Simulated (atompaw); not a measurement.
## What one change does to a pseudopotential (arsenic, PAW (atompaw))

atompaw 4.2.0.5 input, output lines left out:

```
As 33
LDA-PW scalarrelativistic loggrid 1500 logderivrange -12 5 426
4 4 3 0 0 0
4 1 3
0 0 0
c
c
c
v
c
v
v
v
2
1.65 1.50 1.25 1.15
y
-0.35
n
n
y
-2.3
n
custom polynom vanderbiltortho sinc
bessel
1.65
1.65
0.75
1.65
0.65
0.65
```

Change: local potential bessel scheme, radius 1.64 bohr.

Cutoffs: the cutoffs (Ry, on a coarse ladder) from which the occupation-weighted sum of valence levels, in a spherical-Bessel basis at the reference potential, stays within 10 and 1 mRy of its value at 400 Ry; they do not see the model core or the augmentation charge, which bear on the density cutoff.

Question: What does the change do?

Answer: The bound ghost in s disappears; the range in which the d phases agree narrows (upper end at the end of the scan → 3.1). A state that the projectors do not describe sees the local part alone, so a deeper or shallower local part can create or remove a ghost.

```tsv
quantity	base	changed
cutoff, loose	over 300 Ry	over 300 Ry
cutoff, tight	over 300 Ry	over 300 Ry
loose cutoff by channel (10 mRy a level)	s 12 Ry, p 110 Ry, d 230 Ry	s 15 Ry, p 110 Ry, d 230 Ry
bound ghosts	s	none
s: phases at 1.66 bohr within 0.05 rad from the reference energy up to (Ry; the scan ends near 5)	to the end of the scan	to the end of the scan
p: phases at 1.66 bohr within 0.05 rad from the reference energy up to (Ry; the scan ends near 5)	to the end of the scan	to the end of the scan
d: phases at 1.66 bohr within 0.05 rad from the reference energy up to (Ry; the scan ends near 5)	to the end of the scan	3.1
lowest overlap eigenvalue by channel	s 0.18, p 0.53, d 1.00	s 0.24, p 0.52, d 1.00
```

 A true bound ghost makes a file unfit for plane-wave use even where its test errors are small: the radial tests pick states by their node count and pass the ghost by. The cutoffs see the waves, projectors and local potential, not the compensation charge or the core.
